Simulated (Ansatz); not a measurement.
Relaxation of ClGeH$_{5}$N (8 atoms, charge 0, multiplicity 2), to a largest force component of 0.03 eV/Å in at most 50 steps.

Theory: UKS PBE-D4/def2-SVP in Ansatz.

```xyz
8
Properties=species:S:1:pos:R:3
Ge -0.008 0.007 -0.040
Cl -0.366 0.228 2.130
H 1.523 -0.036 -0.269
H -0.650 1.232 -0.731
H -0.681 -1.314 -0.485
N -0.312 0.193 5.061
H -0.172 -0.838 4.916
H 0.667 0.527 4.898
```

Where does it end, and by what steps?

The forces met the threshold. The force dipped under the threshold on the way, but the program's further checks kept it going. After 19 steps the energy has fallen by 0.033 eV; N6 moved furthest, 0.78 Å.

| step | energy less start (eV) | largest force component (eV/Å) | accepted |
| --- | --- | --- | --- |
| 0 | 0.0000 | 0.372 | yes |
| 1 | -0.0066 | 0.215 | yes |
| 2 | -0.0039 | 0.445 | no |
| 3 | -0.0086 | 0.161 | yes |
| 4 | -0.0119 | 0.020 | yes |
| 5 | -0.0127 | 0.110 | yes |
| 6 | 0.0089 | 1.012 | no |
| 7 | -0.0154 | 0.022 | yes |
| 8 | -0.0138 | 0.414 | no |
| 9 | -0.0163 | 0.069 | yes |
| 10 | -0.0173 | 0.127 | yes |
| 11 | -0.0179 | 0.289 | yes |
| 12 | -0.0227 | 0.078 | yes |
| 13 | -0.0264 | 0.014 | yes |
| 14 | 0.0354 | 1.827 | no |
| 15 | -0.0272 | 0.110 | yes |
| 16 | -0.0277 | 0.285 | yes |
| 17 | -0.0292 | 0.254 | yes |
| 18 | -0.0313 | 0.102 | yes |
| 19 | -0.0326 | 0.013 | yes |

```xyz
8
Properties=species:S:1:pos:R:3
Ge -0.042 0.021 0.061
Cl -0.941 0.559 1.984
H 1.490 -0.027 0.268
H -0.450 1.120 -0.947
H -0.610 -1.361 -0.336
N 0.338 -0.209 5.230
H -0.300 -0.736 4.588
H 0.516 0.632 4.633
```

Whether the end is a true minimum wasn't checked by a vibrational analysis.

The run took 42 s on 2 threads of Arm Neoverse V2 (shared host), peak memory 0.13 GiB.
